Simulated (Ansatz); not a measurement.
`[CH3][Zn][SiH2]N` + `FB[O][GeH3]` → `[CH3][Zn][BH]F` + `N[SiH2][O][GeH3]`  (redistribution)

Calculated with Ansatz (gas phase, PBE0-D4/def2-TZVP geometries, no zero-point term in ΔE). CCSD(T)/CBS adds triple-zeta CCSD(T) − MP2 to the extrapolated MP2 energy (def2 sets, frozen cores). Functionals use def2-TZVPP. For Ge, Zn outer-core shells are correlated without core-valence functions, which leaves a few kJ/mol of doubt a bond. Scalar relativity is left out up to krypton. Each species was taken in one conformer, which may not be the lowest.

| species | PBE0 energy (Eh) |
| --- | --- |
| `[CH3][Zn][SiH2]N` | -2165.53771 |
| `FB[O][GeH3]` | -2279.05225 |
| `[CH3][Zn][BH]F` | -1944.25314 |
| `N[SiH2][O][GeH3]` | -2500.30360 |

(1) Work out ΔE.

Largest T1 diagnostic among the species: 0.014.

Answers

(1) ΔE = (-1944.25314) + (-2500.30360) − (-2165.53771) − (-2279.05225) = 0.03322 Eh = +87.2 kJ/mol. CCSD(T)/CBS gives +74.7 kJ/mol.
